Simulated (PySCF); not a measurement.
## Structure from 2D NMR

Compound of formula C$_{7}$H$_{10}$FNSi. Correlations simulated from computed shifts and the bond graph:

HSQC (one-bond C–H):
```csv
δH,δC
6.86,151.5
4.08,28.8
2.41,34.0
2.21,13.0
1.74,34.0
1.61,7.5
1.51,13.0
0.91,7.5
```

COSY cross peaks (H two or three bonds apart, from the bond graph; peaks can be absent where the dihedral angle is near 90°):
```csv
δH,δH
4.33,4.02
4.33,2.21
4.33,1.61
4.33,1.51
4.33,0.91
4.08,2.41
4.08,1.74
4.02,2.21
4.02,1.61
4.02,1.51
4.02,0.91
2.41,1.74
2.41,1.61
2.41,0.91
2.21,1.51
1.74,1.61
1.74,0.91
1.61,0.91
```

HMBC (two and three bonds, from the bond graph):
```csv
δH,δC
6.86,"125.1, 28.8, 13.0"
4.33,"125.1, 34.0, 13.0, 7.5"
4.08,"151.5, 125.1, 124.6, 34.0, 13.0, 7.5"
4.02,"125.1, 34.0, 13.0, 7.5"
2.41,"125.1, 124.6, 28.8, 7.5"
2.21,"151.5, 125.1, 28.8, 7.5"
1.74,"125.1, 124.6, 28.8, 7.5"
1.61,"34.0, 28.8, 13.0"
1.51,"151.5, 125.1, 28.8, 7.5"
0.91,"34.0, 28.8, 13.0"
```

Carbons without hydrogens: δ 125.1, 124.6.

All values are calculated (PySCF): structure optimised with GFN2-xTB, PBE0/pcSseg-1 with gauge-including orbitals. Relativity neglected, no solvent, one computed conformer.

References, each an isolated molecule treated in the same way: 1H and 13C vs TMS.

Exchangeable hydrogens are left out of these lists.

Assemble the structure.

Answers

`N#C[C@@H]1CC[SiH2]C/C1=C/F`.

Atom-mapped SMILES (the numbers label the heavy atoms): `[N:1]#[C:2][C@@H:3]1[CH2:4][CH2:5][SiH2:6][CH2:7]/[C:8]1=[CH:9]/[F:10]`; H(Xn) means a hydrogen on atom n. Ha(C4), Ha(C5), Ha(Si6), Ha(C7) are cis to C2 on the ring; Hb(C4), Hb(C5), Hb(Si6), Hb(C7) are trans to C2 on the ring.

δC 151.5 is C9, an alkene CH (δH 6.86). δC 125.1 is C8, a fully substituted alkene carbon. δC 124.6 is C2, a nitrile carbon. δC 34.0 is C4, an sp3 CH2 in a ring (δH 2.41, 1.74). δC 28.8 is C3, an allylic sp3 CH (δH 4.08). δC 13.0 is C7, an allylic sp3 CH2 bonded to Si (δH 1.51, 2.21). δC 7.5 is C5, an sp3 CH2 bonded to Si (δH 1.61, 0.91). HMBC from δH 6.86 reaches the proton-free carbon C8. HMBC from δH 4.33 reaches the proton-free carbon C8. HMBC from δH 4.08 reaches the proton-free carbons C8, C2. HMBC from δH 4.02 reaches the proton-free carbon C8. COSY links 4.33–4.02, 4.33–2.21, 4.33–1.61, 4.33–1.51, 4.33–0.91, 4.08–2.41.

The shifts were computed for this structure.

Shifts are as computed. Against solution values, carbons near 30 ppm lie about +3 ppm off and those near 130 ppm about +5 ppm. Of 1309 compounds with measured shifts, 239 miss one by over three times the rms of a fit or turn the order of signals round; such compounds aren't used in these exercises.
